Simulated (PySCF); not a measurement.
C₅H₅, SMILES C1[CH]C=CC=1 (connectivity only; charge and spin as stated), charge +1, multiplicity 1.

Geometry: PBE0-D3(BJ)/def2-SVP. The multiplicity is an assumed one; other spin states were not compared. The isomer is the one that the SMILES or the coordinates give; other isomers of the formula were not compared.

Calculation: PBE0/def2-TZVP in PySCF.

Symmetry labels are those of the subgroup C2v that the program uses (full group C2v).

Computed valence orbital energies around the gap with their symmetry:
```tsv
orbital	symmetry	energy (eV)
HOMO−7	A1	-21.59
HOMO−6	A1	-20.91
HOMO−5	B2	-17.85
HOMO−4	A1	-17.34
HOMO−3	B2	-17.20
HOMO−2	B1	-16.83
HOMO−1	A1	-16.67
HOMO	A2	-13.02
LUMO	B1	-10.67
LUMO+1	A2	-4.65
LUMO+2	B1	-4.55
LUMO+3	A1	-3.08
```
